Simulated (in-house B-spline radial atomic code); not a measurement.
The numbers below are computed, except where a source is named.
## Zn ion on Si atom: potential, deflection and energy transfer

The pair potential comes from two frozen, spherical free-atom densities (PBE, B-spline radial code, scalar-relativistic past argon): electrostatics plus the change in Thomas-Fermi kinetic and Dirac exchange energy where they overlap, the recipe behind the universal ZBL potential, which averages such potentials (from solid-state densities) over many pairs. It is written V = (Z1 Z2 e²/r) φ(r/a), with e² = 14.3996 eV·Å and a = 0.46850 Å/(Z1^0.23 + Z2^0.23); ZBL's fit is φ = 0.18175 e^(−3.1998x) + 0.50986 e^(−0.94229x) + 0.28022 e^(−0.4029x) + 0.02817 e^(−0.20162x). Where φ falls below 4e-4 it is continued as an exponential.

Masses 65.38 and 28.09 u.

```tsv
x = r/a	φ, this pair	φ, ZBL
0.1	0.8947	0.8928
0.5	0.6284	0.6096
1.5	0.3174	0.2995
3	0.1373	0.1292
5	0.05406	0.05224
8	0.0161	0.01705
12	0.004998	0.00474
17	0.001242	0.001212
```

(1) At x = 1 the electrostatic, kinetic and exchange parts are 16223.37, 6748.04 and -285.35 eV. Find r, V and φ.

(2) The ion comes in at 17.27 keV with impact parameter 0.2330 Å. The scattering integral gives a centre-of-mass angle of 59.55° and a closest approach of 2.867 a. What are the reduced energy, the energy passed on and the laboratory angles?

Results:

(1) a = 0.46850/(2.1864 + 1.8349) = 0.11650 Å, so r = 0.11650 Å. V = 16223.37 + 6748.04 + (-285.35) = 22686.06 eV. The bare repulsion is 30 × 14 × 14.3996/0.11650 = 51911 eV, so φ = 0.4370, +4.9 % against ZBL's 0.4164. The kinetic (Pauli) term is 30 % of V here.

(2) ε = E a M2/(Z1 Z2 e² (M1 + M2)) = 17270 × 5.7892e-06 = 0.1. The most that one collision can pass on is γE with γ = 4 M1 M2/(M1 + M2)² = 0.8408. Here T = γE sin²(θ/2) = 0.8408 × 17270 × 0.2466 = 3581 eV. The ion turns by arctan(sin θ/(cos θ + M1/M2)) = 16.9°, and the struck atom leaves at (180° − θ)/2 = 60.2°. The closest approach is 0.334 Å. With ZBL the angle would be 57.39° and T = 3349 eV.
